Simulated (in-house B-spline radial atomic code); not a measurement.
RPA and G0W0 for Si7+, [He] 2s2 2p3, highest spin, as one setting changes: the share of exact exchange in the PBE hybrid start. A dash marks a level of low quasi-particle weight. Computed with an all-electron radial atomic-structure program (B-spline basis): all electrons, non-relativistic, point nucleus, each spin shell either full or empty, empty states to l = 9 with an (l + 1/2)⁻⁴ tail; G0W0 by contour deformation at full frequency.

```json
{"share of exact exchange in the PBE hybrid start": "0", "mean-field level (eV)": "-281.18", "G0W0 level (eV)": "2p up -303.51", "RPA correlation (Eh)": "-0.39299"}
{"share of exact exchange in the PBE hybrid start": "0.1", "mean-field level (eV)": "-283.70", "G0W0 level (eV)": "2p up -303.66", "RPA correlation (Eh)": "-0.38635"}
{"share of exact exchange in the PBE hybrid start": "0.2", "mean-field level (eV)": "?", "G0W0 level (eV)": "?", "RPA correlation (Eh)": "?"}
{"share of exact exchange in the PBE hybrid start": "0.3", "mean-field level (eV)": "-288.73", "G0W0 level (eV)": "2p up -303.90", "RPA correlation (Eh)": "-0.37471"}
{"share of exact exchange in the PBE hybrid start": "0.4", "mean-field level (eV)": "-291.25", "G0W0 level (eV)": "2p up -304.00", "RPA correlation (Eh)": "-0.36951"}
{"share of exact exchange in the PBE hybrid start": "0.5", "mean-field level (eV)": "-293.77", "G0W0 level (eV)": "2p up -304.09", "RPA correlation (Eh)": "-0.36465"}
{"share of exact exchange in the PBE hybrid start": "0.6", "mean-field level (eV)": "-296.29", "G0W0 level (eV)": "2p up -304.17", "RPA correlation (Eh)": "-0.36007"}
{"share of exact exchange in the PBE hybrid start": "0.7", "mean-field level (eV)": "?", "G0W0 level (eV)": "?", "RPA correlation (Eh)": "?"}
{"share of exact exchange in the PBE hybrid start": "0.8", "mean-field level (eV)": "-301.34", "G0W0 level (eV)": "2p up -304.31", "RPA correlation (Eh)": "-0.35163"}
{"share of exact exchange in the PBE hybrid start": "0.9", "mean-field level (eV)": "-303.86", "G0W0 level (eV)": "2p up -304.37", "RPA correlation (Eh)": "-0.34771"}
{"share of exact exchange in the PBE hybrid start": "1", "mean-field level (eV)": "-306.39", "G0W0 level (eV)": "2p up -304.42", "RPA correlation (Eh)": "-0.34397"}
```

What belongs in the row for 0.7?

mean-field level (eV): -298.81; G0W0 level (eV): 2p up -304.24; RPA correlation (Eh): -0.35574.

What belongs in the row for 0.2?

mean-field level (eV): -286.21; G0W0 level (eV): 2p up -303.79; RPA correlation (Eh): -0.38029.

At what share of exact exchange does G0W0 leave the highest level unchanged?

Near 0.92, where the shift changes sign (-0.506 eV at 0.9, +1.966 eV at 1).
